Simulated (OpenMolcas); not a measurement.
A calculation on Sn³⁺.

* Program: OpenMolcas 26.06
* Method: XMS-CASPT2, IPEA 0.25 Eh, imaginary shift 0.1 Eh (closed shells correlated: 4d)
* Basis: ANO-RCC-VTZP [7s6p4d2f1g]
* Scalar Hamiltonian: DKH2, point nucleus
* Active space: 1 electron in 4 orbitals (5s 5p)
* State averaging: 2S+1 = 2 even, 1 root; 2S+1 = 2 odd, 3 roots
* Spin-orbit coupling: state interaction with AMFI integrals over the reference wave functions, term energies averaged over their components

Task: Which level of the active space comes out lowest?

Result: 5s 2S 1/2, with 100 % of that term; it is also the measured ground level.

Task: How high does 5p 2P* 1/2 lie?

Result: 70980 cm-1 above the lowest level; measured 69564 cm-1 above the ground level, so the calculation is off by +2 %.

Task: How high does 5p 2P* 3/2 lie?

Result: 76320 cm-1 above the lowest level; measured 76072 cm-1 above the ground level, so the calculation is off by 0 %.

Measured values: Moore, Atomic Energy Levels, vol. III, NSRDS-NBS 35 (1971 reprint of NBS Circular 467, 1958).

CASPT2 breaks the degeneracy within a term, and the mean is taken; among the terms shown or strongly mixed into the levels shown the widest spread is 26 cm-1 (5p 2P*). With one active electron, CASPT2 adds the correlation within the correlated inactive shells and between them and that electron, and leaves the splitting within a term as the reference gives it. Computed and measured levels are paired by configuration, term and J; levels that our copy of the source lacks, or whose pairing is in doubt (as where it misses far off the trend of its configuration), stay unpaired and out of the deviations. Only configurations of the active space appear.

* marks odd parity.
